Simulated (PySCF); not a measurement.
**Al(2+): ionisation energy**

Al(2+) [Ne] 3s1 (2S) → Al(3+) [Ne] (1S), as a difference of total energies. Calculation: PySCF 2.14, in def2-TZVPPD; the non-relativistic Hamiltonian (point nucleus). Correlated levels: valence and next inner shell: 1s2 frozen. The calculations carry no spin-orbit coupling.

| method | ionisation energy (eV) | error (eV) |
| --- | --- | --- |
| UHF | 28.021 | -0.427 |
| LDA | 28.780 | +0.332 |
| PBE | 28.779 | +0.331 |
| PBE0 | 28.648 | +0.200 |
| r2SCAN | 28.351 | -0.097 |
| BLYP | 28.962 | +0.514 |
| wB97X | 27.850 | -0.598 |
| B3LYP | 28.978 | +0.530 |
| revPBE | 28.674 | +0.226 |
| MP2 (valence and next inner shell) | 28.263 | -0.185 |
| SCS-MP2 (valence and next inner shell) | 28.213 | -0.235 |

Reference: 28.448 eV (measured; NIST Atomic Spectra Database, ionization energies).

Errors of the correlated levels include the incompleteness of this basis and the frozen core.
